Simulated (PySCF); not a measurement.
Bonds: In1-N2 2.398 Å. In1 carries H6, H7, H8; N2 carries H3, H4, H5.

Geometry: PBE0-D3(BJ)/def2-SVP; GIAO absolute shieldings from PySCF 2.14, gas phase, scalar relativity only through the core potential, averaged over equivalent atoms.

At PBE0/pcSseg-1 (def2-TZVP on In) (97 basis functions, 4.2 s wall time on 1 thread of an Arm Neoverse V1, shared host):
```
   atoms  σ (ppm)
      N2    247.9
H6/H7/H8    26.24
H3/H4/H5    30.09
```

**Question.** What do these become at KT2/pcSseg-1 (def2-TZVP on In)?

**Answer.** 
```json
{"atoms": "N2", "σ at KT2/pcSseg-1 (def2-TZVP on In)": "245.8", "change": "-2.1"}
{"atoms": "H6/H7/H8", "σ at KT2/pcSseg-1 (def2-TZVP on In)": "25.92", "change": "-0.32"}
{"atoms": "H3/H4/H5", "σ at KT2/pcSseg-1 (def2-TZVP on In)": "30.05", "change": "-0.04"}
```

The largest change is at N2 (nitrogen bonded to In, 3 H). Cost: 97 basis functions, 6 s wall time on 1 thread of an Arm Neoverse V1, shared host.

In is described by an effective core potential, so it has no shielding of its own here; spin–orbit effects on the atoms bonded to it, which can be large, are absent, and the values of these neighbours are rough.
